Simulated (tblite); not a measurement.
Task: Give a GFN2-xTB geometry of InChI=1S/CH4NOSi/c2-1-3-4/h1H,4H3. (Doublet state.)

Result: 
Z-matrix in Å and degrees, rows numbered from 1:
```
N 
C   1  1.2238
O   2  1.3254  1  132.58
Si  3  1.6528  2  128.15  1    -0.15
H   2  1.1115  1  117.21  3   179.90
H   4  1.4588  3  109.50  2    61.09
H   4  1.4590  3  109.58  2   -60.90
H   4  1.4562  3   96.78  2  -179.96
```

Si4 (silicon bonded to O and 3 H) has angles from 96.8° to 114.5°. The 4 heavy atoms lie in one plane (0.000 Å rms). C2 (carbon bonded to N, O and H) is planar (angles 132.6°, 117.2° and 110.2°, sum 360.0°, 0.00 Å off the plane of its three neighbours).

Structure optimised with GFN2-xTB, isolated species. This method treats the open shell by occupation alone, without spin polarisation.

Point group: Cs (tolerance 0.08 Å). Its GFN2-xTB frequencies are all real (lowest 92 cm⁻¹). Torsions: N1–C2–O3–Si4 0°.

One conformer stands for the species.

All values are computed, not measured.
